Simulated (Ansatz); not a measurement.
`[Cl][Al]([Br])[Br]` + H–F → `[F][Al]([Cl])[Br]` + HBr at 400 K and 1 bar (ligand exchange at the Al–Br bond).

Gas-phase electronic energies from Ansatz, PBE0-D4/def2-TZVP geometries. CCSD(T)/CBS adds triple-zeta CCSD(T) − MP2 to the extrapolated MP2 energy (def2 sets, frozen cores). This one scheme is used for every species. For Br outer-core shells are correlated without core-valence functions, which leaves a few kJ/mol of doubt a bond. Scalar relativity is left out up to krypton.

```
             species  CCSD(T)/CBS energy (Eh)  H − E (kJ/mol)  S (J/(mol·K))
`[Cl][Al]([Br])[Br]`              -5848.64059            35.8          368.4
                 H–F               -100.39570            36.5          182.2
 `[F][Al]([Cl])[Br]`              -3375.12363            37.7          349.5
                 HBr              -2573.91920            27.6          207.2
```

H − E and S are ideal-gas, rigid-rotor, harmonic terms from PBE0-D4/def2-TZVP. 1 Eh = 2625.50 kJ/mol, R = 8.31446 J/(mol·K).

By hand: ΔE, ΔH, ΔS and ΔG.

ΔE = (-3375.12363) + (-2573.91920) − (-5848.64059) − (-100.39570) = -0.00654 Eh = -17.2 kJ/mol. Δ(H − E) = 37.7 + 27.6 − 35.8 − 36.5 = -7.0, so ΔH = -24.2 kJ/mol. ΔS = 349.5 + 207.2 − 368.4 − 182.2 = 6.1 J/(mol·K). ΔG = -24.2 − 400 × (6.1)/1000 = -26.6 kJ/mol.

By hand: the equilibrium constant, and the temperature at which ΔG would vanish if ΔH and ΔS stayed fixed.

log₁₀ K = −ΔG/(RT ln 10) = 3.5. ΔH and −TΔS have one sign here, so there is no such temperature.

The number of gas molecules stays the same, so ΔS is small and ΔH decides. A doubt of 5 kJ/mol in ΔE shifts log₁₀ K by 0.7 here. These are equilibria of isolated gas molecules and say nothing of rates. Largest T1 diagnostic: 0.009 (customary marks: 0.02 for closed shells, 0.045 for open ones).
